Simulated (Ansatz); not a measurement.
Spectroscopic constants of CSe, closed-shell singlet (the spin of the measured ground state). No spin–orbit coupling. Se is treated without relativity.

```json
[
 {"level": "SVWN5/def2-TZVPP", "bond energy D_e (kJ/mol)": "732.8"},
 {"level": "PBE/def2-TZVPP", "bond energy D_e (kJ/mol)": "641.4"},
 {"level": "r2SCAN/def2-TZVPP", "bond energy D_e (kJ/mol)": "593.5"},
 {"level": "B97M-V/def2-TZVPP", "bond energy D_e (kJ/mol)": "591.4"},
 {"level": "B3LYP/def2-TZVPP", "bond energy D_e (kJ/mol)": "581.7"},
 {"level": "PBE0/def2-TZVPP", "bond energy D_e (kJ/mol)": "585.6"},
 {"level": "BHLYP/def2-TZVPP", "bond energy D_e (kJ/mol)": "515.6"},
 {"level": "wB97X-V/def2-TZVPP", "bond energy D_e (kJ/mol)": "578.4"},
 {"level": "wB97M-V/def2-TZVPP", "bond energy D_e (kJ/mol)": "582.4"},
 {"level": "B2PLYP/def2-TZVPP", "bond energy D_e (kJ/mol)": "596.2"},
 {"level": "CCSD/def2-TZVPP", "bond energy D_e (kJ/mol)": "539.5"},
 {"level": "CCSD(T)/def2-TZVPP", "bond energy D_e (kJ/mol)": "582.2"},
 {"level": "CCSD(T)/def2-QZVPP", "bond energy D_e (kJ/mol)": "596.0"},
 {"level": "CCSD(T)/CBS(def2-TZVPP, def2-QZVPP)", "bond energy D_e (kJ/mol)": "606.4"}
]
```

The rows run from 515.6 (BHLYP/def2-TZVPP) to 732.8 kJ/mol (SVWN5/def2-TZVPP). From def2-TZVPP to def2-QZVPP CCSD(T) changes by 13.8. The 10 functionals in def2-TZVPP without D3 or D4 span 217.2, from BHLYP to SVWN5.

D_e counts from the fitted minimum to each atom's lowest state at the same level, without counterpoise. The singlet is restricted.

Correlated levels freeze the inner cores; with def2 sets outer-core shells near the valence are correlated too. CBS(a, b) extrapolates the correlation energy as X⁻³ and adds the Hartree–Fock energy of set b.

Doubts at one or more of the structures used: a restricted determinant that unrestricted orbitals would lower (CCSD/def2-TZVPP, CCSD(T)/def2-TZVPP, CCSD(T)/def2-QZVPP, CCSD(T)/CBS(def2-TZVPP, def2-QZVPP)).

Codes used: Ansatz (an electronic-structure program) with Gaussian orbitals. Each number belongs to the level named beside it.
